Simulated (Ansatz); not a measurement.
Consider the ligand exchange at the Sn–N bond: `[CH3][Sn][NH2]` + HCl → `[CH3][Sn][Cl]` + NH₃.

Calculated with Ansatz (gas phase, PBE0-D4/def2-TZVP geometries, no zero-point term in ΔE). CBS: MP2 limit from def2 TZ/QZ plus the TZ coupled-cluster correction, frozen cores. This one scheme is used for every species. DFT in def2-TZVPP. B3LYP here is the variant with VWN-RPA as its local correlation; programs differ in this. HSE06 is defined as in plane-wave codes. def2 core potentials past Kr. For Sn outer-core shells are correlated without core-valence functions, which leaves a few kJ/mol of doubt a bond. One conformer a species, not always the lowest.

`[CH3][Sn][NH2]`:

Cartesian coordinates in Å:
```
C -0.475 1.087 0.633
Sn -0.930 -1.055 0.511
N 0.578 -1.402 -0.779
H 0.588 1.236 0.844
H -1.061 1.584 1.408
H -0.701 1.561 -0.327
H 0.785 -2.309 -1.166
H 1.215 -0.700 -1.125
```

HCl:

```xyz
2

Cl   -0.251    0.322    0.492
H     0.251   -0.322   -0.492
```

`[CH3][Sn][Cl]`:

Z-matrix (Å, degrees):
```
C
Sn 1 2.177
H 1 1.094 2 109.0
H 1 1.094 2 109.2 3 117.1
H 1 1.092 2 112.3 3 -121.3
Cl 2 2.382 1 93.8 3 -60.2
```

NH₃:

Z-matrix (Å, degrees):
```
N
H 1 1.013
H 1 1.013 2 107.1
H 1 1.013 2 107.1 3 -114.5
```

Is it downhill or uphill in electronic energy at CCSD(T)/CBS, and by how much? (An estimate is asked.)

Ansatz gave: Downhill: ΔE = -22.1 kcal/mol.

What do these levels give: PBE-D4, revPBE-D4, BLYP-D4, B3LYP-D4, HSE06-D4, B3LYP, r2SCAN0, HSE06, SCS-MP2/def2-TZVPP, CCSD(T)/def2-TZVPP, MP2/def2-QZVPP, CCSD/CBS(def2)? (Estimate.)

The calculation gave: PBE-D4 -22.2, revPBE-D4 -22.0, BLYP-D4 -22.1, B3LYP-D4 -23.1, HSE06-D4 -23.4, B3LYP -23.3, r2SCAN0 -23.7, HSE06 -23.5, SCS-MP2/def2-TZVPP -21.3, CCSD(T)/def2-TZVPP -20.6, MP2/def2-QZVPP -21.9, CCSD/CBS(def2) -22.8 kcal/mol.

Largest T1 diagnostic among the species: 0.016.

In def2-TZVPP, CCSD(T) changes the Hartree–Fock value by +5.7 kcal/mol (the triples alone add +0.7 kcal/mol) and MP2 by +5.3 kcal/mol. Leaving LDA and LC-ωPBE aside and taking each functional with its dispersion term where it has one, the values, not all of them listed here, spread over 2.6 kcal/mol, from BHLYP-D4 to revPBE-D4. LDA lies +2.4 kcal/mol from PBE without D4. From r2SCAN to r2SCAN0 (25 % exact exchange), in def2-TZVPP and without D4, ΔE moves by −0.9 kcal/mol.
